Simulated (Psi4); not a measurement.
Rb, doublet (core potentials on Rb). Base run: SVWN/def2-SV(P) run with Psi4.

Geometry (Å):
```xyz
1

Rb     0.0000     0.0000     0.0000
```
Charge 0, spin multiplicity 2.
Orbitals are unrestricted.
All else is at Psi4's defaults (density fitting).

The base run was repeated with changes; each row names its change, and settings that it needs were set with it.

```tsv
change	E (Eh)	<S^2>
base	-24.15359	0.750
functional = blyp	-24.05219	0.750
functional = tpss	-24.08094	0.750
functional = tpssh	-24.08093	0.750
functional = hf (with energy('scf'))	-23.80238	0.750
functional = b3lyp5	-24.06716	0.750
functional = pw6b95	-24.08022	0.750
functional = wb97x	-24.07749	0.750
functional = m06-2x	-24.02158	0.750
functional = m06-l	-24.06890	0.751
functional = cam-b3lyp	-24.05963	0.750
functional = x3lyp	-24.07353	0.750
functional = r2scan	-24.09574	0.750
```

Total energies compare only within one method and basis.

Open shells are given as the SCF converged; they aren't shown to be the lowest states, and a large step between rows can be another state.
